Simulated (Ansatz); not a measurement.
Molecule: GeO₂, charge 0, multiplicity 1. SMILES: [O]=[Ge]=[O]
Coordinates optimised at B3LYP-D3(BJ)/def2-TZVP (Ansatz, a first-principles code):
```xyz
3

Ge     0.0000     0.0000     0.0000
O      0.0000     0.0000     1.6240
O      0.0000     0.0000    -1.6240
```
Charge 0, spin multiplicity 1.

Task: Give the harmonic wavenumbers at B3LYP-D3(BJ)/def2-TZVP (Ansatz, finite differences of forces, unscaled).

Result: 206, 206, 891, 1071 cm⁻¹. Zero-point energy 3.4 kcal/mol.

Task: From these and the geometry, give the ideal-gas thermochemistry at 298.15 K and 1 atm (rigid rotor, harmonic oscillator).

Result: Point group D∞h, rotational symmetry number 2. Rotational constants 5.988, 5.988 GHz. S(trans) 39.85, S(rot) 14.41, S(vib) 4.37, S(elec, spin only) 0.00, S 58.6 cal/(mol K). H(298) - H(0) 2.82 kcal/mol; G - E(el) -11.3 kcal/mol.
